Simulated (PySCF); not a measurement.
Be(NMe2)(SiH3) (C₂H₉BeNSi), SMILES C[N](C)[Be][SiH3].

Geometry: PBE-D3(BJ)/def2-SVP. One conformer was computed; it need not be the lowest.

The numbers are results of PySCF with PBE-D3(BJ)/def2-SVP, not measurements.

Frequencies are harmonic and unscaled.

A small imaginary wavenumber (i) marks a very flat motion, where grid noise or a shallow saddle decides the sign.

Computed vibrational spectrum:
```
mode  ν (cm⁻¹)  IR (km/mol)  moving atoms (share of kinetic energy)
----  --------  -----------  --------------------------------------
1          17i          0.0                                  H 93 %
2           72          0.8  C 40 %, H 29 %, Be 14 %, N 9 %, Si 9 %
3          118          0.1                 H 40 %, Be 36 %, N 14 %
4          234          2.1                         H 78 %, Be 19 %
5          241          0.0                                  H 97 %
6          272          0.3                 Si 42 %, C 33 %, H 23 %
7          281         14.0                 H 41 %, Be 39 %, C 11 %
8          323         20.9                  N 46 %, H 42 %, Be 9 %
9          431          0.0         H 31 %, C 27 %, N 22 %, Si 12 %
10         485          0.6                 H 53 %, Be 36 %, Si 9 %
11         489          0.2                H 62 %, Be 24 %, Si 10 %
12         834        195.6                                  H 92 %
13         894          6.9         C 48 %, Be 25 %, H 16 %, N 10 %
14         905         29.4                                  H 98 %
15         910         30.1                                  H 98 %
16        1049          2.1                          H 74 %, C 25 %
17        1061          0.0                          H 80 %, C 20 %
18        1095         75.0                 H 49 %, Be 29 %, C 21 %
19        1124          0.7                  H 67 %, C 20 %, N 12 %
20        1186         58.9                   N 57 %, C 34 %, H 9 %
21        1348        129.1         N 35 %, H 29 %, Be 22 %, C 14 %
22        1378          1.5                          H 87 %, C 13 %
23        1394          0.0                                  H 97 %
24        1402          9.8                                  H 97 %
25        1406         11.6                          H 83 %, C 16 %
26        1425         16.7                                  H 96 %
27        1464         29.4                          H 79 %, N 15 %
28        2122         62.9                                  H 98 %
29        2127         90.0                                  H 96 %
30        2131         93.2                                  H 96 %
31        2896         57.5                                  H 97 %
32        2901        139.8                                  H 97 %
33        2949         82.0                           H 91 %, C 9 %
34        2959          0.0                          H 90 %, C 10 %
35        3034         15.4                           H 91 %, C 9 %
36        3034         26.5                           H 91 %, C 9 %
```
